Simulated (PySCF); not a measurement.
SCF from a fresh guess for singlet H3NbO, at the PBE0 minimum. PySCF input:

```python
from pyscf import gto, scf, dft
mol = gto.M(atom='''
Nb     0.000000     0.186125     0.131684
O     -0.000000    -1.176033    -0.832049
H      1.496541     0.003155     1.060645
H     -1.496541     0.003155     1.060645
H     -0.000000     1.500258    -1.055387''',
    basis={'Nb': 'def2-TZVP', 'O': 'def2-TZVP', 'H': 'def2-TZVP'},
    ecp={'Nb': 'def2-TZVP'},
    charge=0, spin=0)
mf = dft.RKS(mol, xc='PBE0')
mf.grids.atom_grid = (50, 194)
aux = {'Nb': 'def2-universal-JKFIT', 'O': 'def2-universal-JKFIT', 'H': 'def2-universal-JKFIT'}
mf = mf.density_fit(auxbasis=aux)
mf.conv_tol = 1e-08
mf.diis_space = 10
mf.max_cycle = 60
mf.init_guess = 'minao'
mf.verbose = 4
mf.kernel()
```

Excerpt of the output (cycles and frontier levels):

```
init E= -127.463362011534
  HOMO = -0.677539178451273  LUMO = -0.576833541337569  gap/eV = 2.74034
cycle= 1 E= -132.461299256318  delta_E=   -5  |g|= 2.53  |ddm|=  4.4
  HOMO = -0.136330007188837  LUMO = 0.048593187066196  gap/eV = 5.03202
cycle= 2 E= -131.813163430555  delta_E= 0.648  |g|= 2.86  |ddm|= 4.53
  HOMO = -0.269472968326224  LUMO = -0.0977661035376803  gap/eV = 4.67238
cycle= 3 E= -133.602873933844  delta_E= -1.79  |g|= 1.29  |ddm|= 3.23
  HOMO = -0.336399118648322  LUMO = -0.131582488574591  gap/eV = 5.57334
cycle= 4 E= -133.824173495919  delta_E= -0.221  |g|= 0.737  |ddm|= 0.917
  HOMO = -0.330830868119981  LUMO = -0.09772310656545  gap/eV = 6.34319
cycle= 5 E= -133.93046233133  delta_E= -0.106  |g|= 0.0714  |ddm|= 0.342
  HOMO = -0.335791277435268  LUMO = -0.101677582682621  gap/eV = 6.37056
cycle= 6 E= -133.931433073818  delta_E= -0.000971  |g|= 0.0193  |ddm|= 0.0444
  HOMO = -0.336931246602917  LUMO = -0.10361360516005  gap/eV = 6.34890
cycle= 7 E= -133.931515348232  delta_E= -8.23e-05  |g|= 0.00371  |ddm|= 0.0174
  HOMO = -0.336691287350542  LUMO = -0.103311386895619  gap/eV = 6.35059
cycle= 8 E= -133.931518775992  delta_E= -3.43e-06  |g|= 0.00135  |ddm|= 0.00358
  HOMO = -0.33678484444626  LUMO = -0.103366705229712  gap/eV = 6.35163
cycle= 9 E= -133.931519198001  delta_E= -4.22e-07  |g|= 0.000238  |ddm|= 0.000802
  HOMO = -0.336800225472673  LUMO = -0.103383597657254  gap/eV = 6.35159
cycle= 10 E= -133.931519212301  delta_E= -1.43e-08  |g|= 2.39e-05  |ddm|= 0.000199
  HOMO = -0.336798437083806  LUMO = -0.103381114505743  gap/eV = 6.35161
cycle= 11 E= -133.931519212475  delta_E= -1.74e-10  |g|= 5.21e-06  |ddm|= 2.15e-05
  HOMO = -0.336797971307794  LUMO = -0.103380368618918  gap/eV = 6.35162
Extra cycle  E= -133.931519212421  delta_E= 5.39e-11  |g|= 1.76e-05  |ddm|= 1.05e-05
converged SCF energy = -133.931519212421
```

No lower solution of this spin was found by a stability analysis within the restricted form, which does not test spin polarisation.

Stability towards spin polarisation was not tested.

The search for the lowest solution, with the stability check, took 5 s on 2 threads of a shared Arm Neoverse N1 host, with 89 basis functions; the process peaked at 0.37 GiB.
